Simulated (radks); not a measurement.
Q: All-electron atom: Yb in [Xe] 4f12 5d2 6s1 6p1 (not the ground configuration). Calculated with a radial shooting solver on a logarithmic mesh with Libxc functionals: non-relativistic Kohn-Sham, PBE, spin-polarised, spherical densities, point nucleus; open shells are filled with parallel spins first (spin-orbit coupling, left out, can overturn this in heavy ions); relativity is left out, which matters for an element this heavy. Some entries of the table are withheld. Estimate them.

orbital,occ.,eigenvalue (eV),<1/r> (bohr^-1),r(max) (bohr)
1s up,1,-56772.58,69.46,0.01436
1s down,1,-56772.57,69.46,0.01436
2s up,1,-9221.037,16.24,0.07840
2s down,1,-9220.912,16.24,0.07840
2p up,3,-8814.656,16.27,0.06093
2p down,3,-8814.568,16.27,0.06093
3s up,1,-2076.040,6.199,0.2165
3s down,1,-2074.767,6.201,0.2164
3p up,3,-1890.532,6.145,0.2043
3p down,3,-1889.375,6.148,0.2043
3d up,5,-1544.794,6.059,0.1619
3d down,5,-1543.939,6.061,0.1619
4s up,1,-409.9709,2.661,0.4896
4s down,1,-407.9516,2.659,0.4897
4p up,3,-334.4323,2.567,0.4920
4p down,3,-332.4201,2.566,0.4920
4d up,5,-197.9553,2.364,0.4919
4d down,5,-195.9448,2.363,0.4920
5s up,1,-55.0032,1.027,1.141
5s down,1,-53.4008,1.028,1.142
5p up,3,(1),0.9102,(2)
5p down,3,(3),0.9123,(4)
4f up,7,(5),1.887,0.4684
4f down,5,(6),1.883,0.4690
6s up,1,-5.4590,0.3383,3.190
5d up,2,-5.4087,0.5746,1.674
5d down,0,-3.5124,0.5870,1.658
6p up,1,-2.3601,0.2595,3.989

A: 
(1) 5p up eigenvalue (eV): -34.1940
(2) 5p up r(max) (bohr): 1.240
(3) 5p down eigenvalue (eV): -32.5463
(4) 5p down r(max) (bohr): 1.239
(5) 4f up eigenvalue (eV): -24.6286
(6) 4f down eigenvalue (eV): -22.6302
